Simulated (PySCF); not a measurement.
**Electron correlation in Zn (zinc, neutral)**

[Ar] 3d10 4s1 4p1, 4s spin antiparallel (an excited configuration). Calculation: PySCF 2.14, in aug-cc-pVTZ-PP with one added diffuse shell each of s, p, d, f, g type with ECP10MDF (7s7p6d4f3g, 113 functions); scalar relativity through the core potential. Frozen: 3s2 3p6; 12 electrons correlated.

MP2 pair energies summed by pair of shells (mhartree):

```json
{"pair": "3d-3d", "energy": "-461.41", "share (%)": "89.2"}
{"pair": "3d-4s", "energy": "-30.26", "share (%)": "5.9"}
{"pair": "4s-4p", "energy": "-15.42", "share (%)": "3.0"}
{"pair": "3d-4p", "energy": "-9.97", "share (%)": "1.9"}
```

Total MP2 correlation energy: -517.06 mhartree.

Same-spin part -183.64 and opposite-spin part -333.42 mhartree; SCS-MP2 scales them by 1/3 and 6/5 to -461.32 mhartree.
